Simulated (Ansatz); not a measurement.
`[OH][Ga]([OH])[OH]` + H₂O → `[OH][Ga-]([OH])([OH])[OH2+]`  (adduct formation)

Isolated molecules relaxed with PBE0-D4/def2-TZVP in Ansatz; ΔE leaves out vibrations. CCSD(T)/CBS adds triple-zeta CCSD(T) − MP2 to the extrapolated MP2 energy (def2 sets, frozen cores). This one scheme is used for every species. DFT in def2-TZVPP. For Ga outer-core shells are correlated without core-valence functions, which leaves a few kJ/mol of doubt a bond. Scalar relativity is left out up to krypton. Each species was taken in one conformer, which may not be the lowest.

```tsv
species	PBE energy (Eh)
`[OH][Ga]([OH])[OH]`	-2152.00374
H₂O	-76.38007
`[OH][Ga-]([OH])([OH])[OH2+]`	-2228.40682
```

(1) Work out ΔE.

Largest T1 diagnostic among the species: 0.014.

## Answers

(1) ΔE = (-2228.40682) − (-2152.00374) − (-76.38007) = -0.02301 Eh = -0.63 eV. CCSD(T)/CBS gives -0.73 eV.

From PBE to PBE0 (25 % exact exchange), in def2-TZVPP and without D4, ΔE moves by −0.06 eV. At CCSD(T), def2-SVP lies −0.22 eV from the extrapolated value and def2-TZVPP −0.04 eV.
